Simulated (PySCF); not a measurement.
How the method moves the HOMO and LUMO of `O=C[SiH2]C(Cl)(Cl)Cl`

Compound: C₂H₃Cl₃OSi.
Geometry (PBE0-D3(BJ)/def2-SVP, Å), atoms numbered from 1 in this order:
```
atom  x, y, z in Å
O1    -1.3456   -0.2010    0.2367
C2    -0.1587   -0.3591    0.3686
Si3    1.0316    1.1166    0.0003
C4     2.8228    0.5181    0.3198
Cl5    2.9337    0.0049    2.0256
Cl6    3.1290   -0.8819   -0.7441
Cl7    3.9966    1.8074   -0.0109
H8     0.2609   -1.3479    0.7001
H9     0.9135    1.5191   -1.4271
H10    0.7386    2.2481    0.9207
```

Basis pcSseg-1 throughout (PySCF), one geometry. Isolated species at its PBE0-D3(BJ)/def2-SVP geometry (one conformer only).

Q: How do the orbital energies, the gap and the dipole change with the method?

A: 
```csv
method,kind,HOMO (eV),LUMO (eV),gap (eV),μ (D),SCF cycles
BLYP,GGA,-5.84,-2.90,2.95,0.87,16
KT3,GGA,-6.14,-2.98,3.16,0.76,17
KT2,GGA,-6.15,-3.03,3.12,0.79,17
B97-2,global hybrid,-7.21,-2.02,5.19,0.90,15
B3LYP,global hybrid,-7.22,-2.17,5.05,0.96,15
CAM-B3LYP,range-separated hybrid,-8.84,-0.67,8.17,1.01,13
BHandHLYP,global hybrid,-8.91,-0.69,8.22,1.09,13
LC-wPBE,range-separated hybrid,-10.15,0.53,10.67,0.95,15
```

The HOMO spans 4.30 eV, from BLYP down to LC-wPBE, and the gap runs from 2.95 eV (BLYP) to 10.67 eV (LC-wPBE). Over the methods BLYP (0 %), KT3 (0 %), KT2 (0 %), B97-2 (21 %), B3LYP (20 %), BHandHLYP (50 %), a straight line through the gap against the share of exact exchange rises by 1.03 eV for each 10 % (correlation coefficient 0.999). The dipole ranges from 0.76 D (KT3) to 1.09 D (BHandHLYP). This basis has no diffuse functions.
